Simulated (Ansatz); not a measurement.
C2H5B, SMILES `[H]/B=C/C` (charge 0, multiplicity 1).

Cartesian coordinates (Å):
```xyz
8

B      1.5809     0.2730     0.2983
C      0.3521     0.3109    -0.3200
C     -0.9680    -0.3174     0.0484
H      2.6429     0.2675     0.7902
H      0.3495     0.9074    -1.2365
H     -1.7392     0.4439     0.1938
H     -0.9000    -0.8986     0.9680
H     -1.3183    -0.9867    -0.7420
```
Charge 0, spin multiplicity 1.

Frozen-core energies in 6-31g from Ansatz (a quantum-chemistry and plane-wave program) at a geometry from B3LYP-D3(BJ)/def2-TZVP; the HF reference has <S^2> = 0.00 and the T1 diagnostic is 0.011.

```csv
level,energy (Ha),difference from CCSDTQ (mHa)
HF,-103.21639,273.18
MP2,-103.44562,43.95
CCSD,-103.48153,8.04
CCSD(T),-103.48853,1.04
CCSDT,-103.48921,0.36
CCSDT(Q),-103.48961,-0.04
CCSDTQ,-103.48957,0.00
```
